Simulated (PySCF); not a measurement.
H2Te2. Atoms are numbered in the order given.

```xyz
4

Te     1.3653    -0.0250    -0.0222
Te    -1.3653     0.0250    -0.0222
H      1.5486     1.1446     1.1521
H     -1.5486    -1.1446     1.1521
```
Charge 0, spin multiplicity 1.

The structure is a stationary point at B3LYP-D3(BJ)/def2-TZVP. The def2 effective core potentials stand for the cores of Te; spin–orbit coupling is left out.

Method: TDDFT-PBE/def2-SVPD (PySCF).

Vertical excitations.  State labels are in the subgroup C2.

```csv
state,symmetry,energy (eV),λ (nm),f,main pairs
S1,B,2.82,440,0.005,HOMO→LUMO 100 %
S2,A,2.82,440,0.003,HOMO−1→LUMO 100 %
S3,A,4.33,286,0.006,HOMO→LUMO+1 96 %
S4,B,4.35,285,0.013,HOMO−1→LUMO+1 96 %
S5,B,4.58,271,0.006,HOMO→LUMO+2 95 %
S6,A,4.60,269,0.004,HOMO−1→LUMO+2 96 %
S7,B,5.67,219,0.277,"HOMO−2→LUMO 71 %, HOMO−4→LUMO 11 %"
S8,A,6.04,205,0.016,HOMO→LUMO+3 96 %
S9,B,6.07,204,0.042,HOMO−1→LUMO+3 91 %
S10,A,6.09,204,0.005,HOMO−3→LUMO 86 %
T1,B,2.33,532,0,HOMO→LUMO 100 %
T2,A,2.35,528,0,HOMO−1→LUMO 100 %
T3,A,4.03,308,0,HOMO→LUMO+1 89 %
T4,B,4.03,307,0,"HOMO−1→LUMO+1 84 %, HOMO→LUMO+2 13 %"
```
Triplets are in the Tamm–Dancoff approximation, which puts them higher than full response would, so one can lie above its singlet here.
